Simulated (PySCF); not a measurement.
From computed data to an observable: entropy of an ideal gas

Os(O)3(OH)2 (H₂O₅Os), SMILES [O]=[Os](=[O])([OH])([OH])=[O], multiplicity 1.

The structure is a stationary point at PBE-D3(BJ)/def2-SVP. The spin state was assumed, not searched. The def2 effective core potentials stand for the cores of Os; spin–orbit coupling is left out. The values are those of a single conformer.

PBE-D3(BJ)/def2-SVP (PySCF) gives the harmonic wavenumbers 103, 243, 263, 293, 306, 320, 374, 498, 538, 613, 632, 896, 903, 934, 950, 952, 3646, 3650 cm⁻¹ and the rotational temperatures 0.1605, 0.1274, 0.1140 K. The molar mass is 272.24 g/mol, the symmetry number 2, the spin multiplicity 1.

Task: Work out the entropy at 298.15 K and 1 atm in the rigid-rotor, harmonic-oscillator model.

Result: 
Translation (Sackur–Tetrode at 1 atm): S = R[1.5 ln M + 2.5 ln T − 1.16487] = 178.7 J/(mol K).
Rotation: q = (√π/σ) T^1.5/√(θA θB θC) = 94500, S = R[ln q + 3/2] = 107.7 J/(mol K).
Vibration: with u = 1.4388 ν/T, each mode gives R[u/(e^u − 1) − ln(1 − e^−u)]:
```tsv
ν (cm⁻¹)	modes	u	S (J/(mol K))
103	1	0.50	14.21
243	1	1.17	7.45
263	1	1.27	6.87
293	1	1.41	6.09
306	1	1.48	5.79
320	1	1.54	5.48
374	1	1.80	4.45
498	1	2.40	2.77
538	1	2.60	2.38
613	1	2.96	1.79
632	1	3.05	1.66
896	1	4.32	0.59
903	1	4.36	0.58
934	1	4.51	0.51
950	1	4.58	0.48
952	1	4.59	0.47
```
The stiffer modes add less than 0.005 each. Sum 61.6 J/(mol K).
Spin: R ln 1 = 0.0 J/(mol K).
Total 348.0 J/(mol K); the program's own thermochemistry gives 348.0. Translation makes up 51 % and vibration 18 %. Anharmonicity, hindered rotation and orbital degeneracy are left out.
